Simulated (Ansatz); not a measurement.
A nudged elastic band was laid between two geometries of CH₄BClN₂O (10 atoms, charge 0, multiplicity 1).

Theory: Ansatz, RKS B3LYP/def2-SVP.

```json
{"movable images": "5", "climbing image": "yes", "spring": "5.0 eV/Å²", "optimiser": "quadratic models (default)", "start path": "straight line", "force threshold": "0.03 eV/Å", "iteration limit": "60", "end points": "relaxed"}
```

Image 0:

```xyz
10
Properties=species:S:1:pos:R:3
N 0.833 -1.540 -0.670
C 0.791 -0.233 -0.251
O 1.746 0.508 -0.280
N -0.475 0.155 0.254
B -0.817 1.454 0.683
Cl -2.456 1.717 1.311
H -0.004 -2.069 -0.878
H 1.688 -1.829 -1.128
H -1.175 -0.579 0.333
H -0.046 2.364 0.629
```

Image 6:

```xyz
10
Properties=species:S:1:pos:R:3
N 0.796 -1.499 -0.793
C 0.759 -0.194 -0.364
O 1.698 0.563 -0.440
N -0.507 0.187 0.146
B -0.798 1.426 0.754
Cl -2.461 1.716 1.300
H 0.118 -2.182 -0.479
H 1.706 -1.848 -1.070
H -1.262 -0.484 0.034
H 0.035 2.265 0.915
```

**Question.** What changes between the two ends?

**Answer.** No bond is made or broken.  The two ends are copies of one structure, up to a mirror image or an exchange of like atoms.

**Question.** Give the energies along the band, and the barrier.

**Answer.** The forces met the threshold. The highest image is number 3 of 0 to 6, 0.002 eV above the ends, which have the same energy within 2 meV. The top lies less than 8 meV above the higher end, about what the thresholds resolve: that end is a shoulder or a very shallow well. Another band between the same ends (5 images) ends at a top of the same energy, where a vibrational analysis finds 1 clearly imaginary mode.

| image | path coordinate (Å) | energy (eV) |
| --- | --- | --- |
| 0 | 0.00 | 0.000 |
| 1 | 0.11 | 0.001 |
| 2 | 0.22 | 0.002 |
| 3 | 0.34 | 0.002 |
| 4 | 0.46 | 0.001 |
| 5 | 0.58 | 0.000 |
| 6 | 0.70 | 0.000 |

**Question.** What is the geometry of the highest image?

**Answer.** 
```xyz
10
Properties=species:S:1:pos:R:3
N 0.823 -1.512 -0.733
C 0.776 -0.212 -0.304
O 1.722 0.540 -0.353
N -0.491 0.171 0.204
B -0.807 1.446 0.718
Cl -2.460 1.717 1.304
H 0.043 -2.153 -0.688
H 1.704 -1.842 -1.104
H -1.222 -0.535 0.190
H -0.004 2.328 0.768
```

Time of the run: 76 s on 2 threads of Arm Neoverse V2 (shared host), peak memory 0.24 GiB.
